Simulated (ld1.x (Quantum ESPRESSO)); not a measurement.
## Transferability test, RRKJ potential for nitrogen

ld1.x (Quantum ESPRESSO) 7.5 input, shortened:

```
&input
   title='N', zed=7., rel=1, dft='PBE', iswitch=3,
   config='[He] 2s1 2p4 3d-2'
 /
 &inputp
   pseudotype=2, tm=.false., lloc=2,
   nlcc=.true., new_core_ps=.true., rcore=0.30
 /
3
2S  1  0   1.00   0.00  0.70  0.70  0.0
2P  2  1   4.00   0.00  1.85  1.85  0.0
3D  3  2  -2.00   0.20  1.95  1.95  0.0
 &test
   configts(1)='2s1 2p4'
 /
```

Energies are relative to the spin-unpolarised reference configuration 2s1 2p4; without spin polarisation the order of configurations can differ from experiment.

(1) Give the all-electron excitation energy and the error of the potential for: 2s2 2p3; 2s2 2p2; 2s2 2p1; 2s1 2p3; 2s2 2p0; 2s1 2p0; 2s2 2p3.3.

Results:

(1)

```csv
valence configuration,charge,ΔE all-electron (eV),error AE − PS (meV)
2s2 2p3,0,-11.508,-4.1
2s2 2p2,+1,2.084,+120
2s2 2p1,+2,30.938,+613
2s1 2p3,+1,13.865,+19
2s2 2p0,+3,78.020,+2025
2s1 2p0,+4,155.839,+3258
2s2 2p3.3,-0.3,-13.127,-15
```
